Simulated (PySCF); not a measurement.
Gas-phase reaction: SnH₂F₂ + SnF₄ → 2 H + 2 SnF₃

Computed with PySCF and rigid-rotor harmonic-oscillator thermochemistry at 1 bar. † marks an energy on the PBE0/def2-TZVP geometry and frequencies; other levels use their own. MP2 freezes the core. Open shells (unrestricted): H (multiplicity 2), SnF₃ (multiplicity 2); the rest are closed-shell singlets. Sn: scalar-relativistic def2 core potential, no spin-orbit coupling. SnH₂F₂, SnF₃: computed as isolated molecules; such fragments, hydroxides, amides, oligomers or adducts are transient or little studied in the gas. MP2 isn't extrapolated to the basis-set limit; its ΔH°(298 K) is 553.4 kJ in def2-SVP and 574.7 kJ in def2-TZVPP. The harmonic model lacks anharmonicity and excited electronic states, which grow with temperature; levels with a mode under 35 cm⁻¹ are left out.

| level | ΔE electronic, kJ | ΔH°(298 K), kJ | ΔS°(298 K), J/K | ΔG°(1800 K), kJ |
|---|---|---|---|---|
| HF/def2-TZVP† | 477 | 449 | 245 | -12 |
| M06-2X/def2-TZVP† | 584 | 556 | 245 | 95 |
| MP2/def2-SVP† | 582 | 553 | 245 | 92 |
| PBE/def2-TZVP† | 548 | 520 | 245 | 58 |
| PBE0/def2-TZVP | 577 | 548 | 245 | 87 |
| ωB97X-V/def2-TZVP† | 616 | 587 | 245 | 126 |
ΔH° is lowest at HF/def2-TZVP† and highest at ωB97X-V/def2-TZVP†. No reference value is set beside these.
